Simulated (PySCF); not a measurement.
What does the PBE0-D3(BJ)/def2-SVP structure of InChI=1S/C3H3F3O2/c4-1-2(5)8-3(6)7-1/h1-3H/t1-,2-/m1/s1 look like in three dimensions?

```
atom  x, y, z in Å
F1     2.202    0.567   -0.452
C2     1.307   -0.385   -0.135
O3     0.340   -0.431   -1.127
C4    -0.898   -0.134   -0.603
F5    -1.626   -1.270   -0.435
C6    -0.571    0.469    0.762
F7    -0.501    1.820    0.663
O8     0.662   -0.081    1.050
H9     1.842   -1.341   -0.035
H10   -1.446    0.546   -1.271
H11   -1.286    0.198    1.552
```

Any rigid rotation of these coordinates is as good. Atoms count from 1 in this order. O8 (cyclic ether oxygen) is bent (angle 109.0°). The 5-membered ring C2–O3–C4–C6–O8 has internal angles of 102.7° to 110.3°; it is puckered, 0.11 Å rms from its mean plane, widest ring torsion 27°.

Bonds between heavy atoms (Å): F1–C2 1.344, C2–O3 1.386, O3–C4 1.377, C4–F5 1.360, C4–C6 1.528, C6–F7 1.357, C6–O8 1.381, C2–O8 1.382.

Theory: PySCF, PBE0-D3(BJ)/def2-SVP geometry optimisation, gas phase.

Point group: C1 (no symmetry element, even within 0.4 Å). Whether it is a minimum is left open (no frequencies). One conformer, not necessarily the lowest (F1–C2–O3–C4 -119°, C2–O3–C4–F5 -103°, O3–C4–C6–F7 94°, C4–C6–O8–C2 27°).
